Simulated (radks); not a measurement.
Values are calculated unless marked as measured or tabulated.
Species: the niobium ion Nb3+. Configuration: [Ar] 3d10 4s2 4p5.75 4d2 5s0.25 (fractional occupations, a model configuration).

Code: a radial shooting solver on a logarithmic mesh with Libxc functionals. Model: Dirac Kohn-Sham, OLYP, spin-unpolarised, spherical densities, finite nucleus; open shells fill j = l - 1/2 first; Fermi nuclear charge, rms radius 4.324 fm.

Energy parts (eV):
| part | energy |
|---|---|
| total | -103937.159 |
| kinetic | 107592.550 |
| electron-nucleus | -249759.010 |
| Hartree | 41483.021 |
| exchange-correlation | -3253.720 |

Orbitals (lengths in bohr, moments of r in powers of bohr):
| orbital | occ. | eigenvalue (eV) | <1/r> | <r^4> | <r> |
|---|---|---|---|---|---|
| 1s1/2 | 2 | -18830.95 | 42.39 | 7.992e-06 | 0.03610 |
| 2s1/2 | 2 | -2665.181 | 9.626 | 0.001490 | 0.1577 |
| 2p1/2 | 2 | -2449.050 | 9.601 | 0.0009945 | 0.1346 |
| 2p3/2 | 4 | -2353.296 | 9.164 | 0.001107 | 0.1391 |
| 3s1/2 | 2 | -472.9803 | 3.278 | 0.07837 | 0.4426 |
| 3p1/2 | 2 | -391.5649 | 3.176 | 0.08204 | 0.4380 |
| 3p3/2 | 4 | -376.0121 | 3.071 | 0.08981 | 0.4485 |
| 3d3/2 | 4 | -232.3946 | 2.878 | 0.09711 | 0.4297 |
| 3d5/2 | 6 | -229.4878 | 2.851 | 0.1000 | 0.4332 |
| 4s1/2 | 2 | -90.5722 | 1.191 | 3.257 | 1.143 |
| 4p1/2 | 2 | -67.6691 | 1.079 | 4.844 | 1.245 |
| 4p3/2 | 3.75 | -65.4516 | 1.051 | 5.271 | 1.272 |
| 4d3/2 | 2 | -31.7856 | 0.7852 | 18.88 | 1.673 |
| 4d5/2 | 0 | -31.5399 | 0.7793 | 19.39 | 1.684 |
| 5s1/2 | 0.25 | -25.9302 | 0.4580 | 117.0 | 2.841 |

The highest occupied level is 5s1/2 at -25.930 eV. The configuration is held as typed, so some empty levels lie below it. Summed over all electrons, <r^2> = 26.51 bohr^2, which gives a Langevin (diamagnetic) susceptibility term of -21 x 10^-6 cm^3/mol. The density falls to 0.001 e/bohr^3 at r = 3.49 bohr. The electron density at the nucleus is 8.246e+04 e/bohr^3.
